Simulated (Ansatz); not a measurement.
Species: [Ti(NH2)4] (charge 0, multiplicity 1), formula H₈N₄Ti.

Task: How many basis functions does frozen-core CCSD(T)/def2-TZVPP // TPSS-D3(BJ)/def2-SVP (Ansatz, a first-principles code) use, how many core orbitals are frozen, and how many electrons are correlated?

Result: 300 basis functions and 9 frozen orbitals, which leaves 40 correlated electrons. Core time is of the order of minutes.
